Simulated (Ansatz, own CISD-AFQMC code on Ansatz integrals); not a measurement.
C3H6O, SMILES `C=C(C)O` (C–C–O–H torsion 0°) (charge 0, multiplicity 1).

Cartesian coordinates (Å):
SMILES: C=C(C)O
```xyz
10

C      1.3452     0.1382    -0.1218
C      0.0199     0.2628    -0.0733
C     -0.9383    -0.8235     0.2843
O     -0.6461     1.4254    -0.3506
H      1.8173    -0.8046     0.1074
H      1.9880     0.9683    -0.3895
H     -1.5301    -0.5328     1.1554
H     -1.6356    -0.9973    -0.5384
H     -0.4117    -1.7492     0.5054
H     -0.0086     2.1127    -0.5789
```
Charge 0, multiplicity 1.

Frozen-core correlation energies in cc-pVDZ at a geometry from B3LYP-D3(BJ)/def2-TZVP, on an HF energy of -191.95363 Ha (<S^2> = 0.00). Wave-function levels are from Ansatz, the walk from an own CISD-AFQMC code on Ansatz integrals (time step 0.005/Ha, trial state from CCSD amplitudes, largest double 0.10).

| level | correlation energy (mHa) |
|---|---|
| MP2 | -599.3 |
| CCSD | -640.2 |
| CCSD(T) | -659.6 |

Task: What correlation energy does phaseless AFQMC give, and where does it lie among these levels?

Result: -661.4 ± 0.4 mHa (one standard error). AFQMC minus each level: MP2 -62.2 mHa, CCSD -21.3 mHa, CCSD(T) -1.8 mHa.
